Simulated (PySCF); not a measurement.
## Heteronuclear NMR

Atoms are numbered as in `[H]/[N:1]=[CH:2]\[c:3]1[cH:4][cH:5][cH:6][c:7]([OH:8])[cH:9]1`; H(Xn) means a hydrogen on atom n.

All values are calculated (PySCF 2.14.0 with density-fitted response routines): shieldings: GIAO PBE0/pcSseg-1, geometry: GFN2-xTB. Non-relativistic, one computed conformer, gas phase.

Question: Where does ¹⁵N resonate?

Answer: 
```tsv
atoms	environment	σ (ppm)	δ (ppm)
N1	imine nitrogen	-75.6	-78.4
```

Shieldings were converted by a linear fit to measured shifts: ¹⁵N: δ = -148.07 − 0.921σ (rms 6.3 ppm, 71 shifts vs CH3NO2, solution or neat liquid). Occasional misses reach two or three times the rms, and more in compound classes unlike the fitted ones.

On a 300 MHz spectrometer ¹⁵N resonates near 30.4 MHz, so 1 ppm is 30.4 Hz.

Question: What are the ¹⁷O shifts?

Answer: 
```tsv
atoms	environment	σ (ppm)	δ (ppm)
O8	phenol-type oxygen	208.9	76.4
```

Shieldings were converted by a linear fit to measured shifts: ¹⁷O: δ = 266.70 − 0.911σ (rms 10.7 ppm, 155 shifts, 12.2 ppm with the 3 outliers that the fit left out vs liquid water, solution or neat liquid). Occasional misses reach two or three times the rms, and more in compound classes unlike the fitted ones.

On a 300 MHz spectrometer ¹⁷O resonates near 40.7 MHz, so 1 ppm is 40.7 Hz.
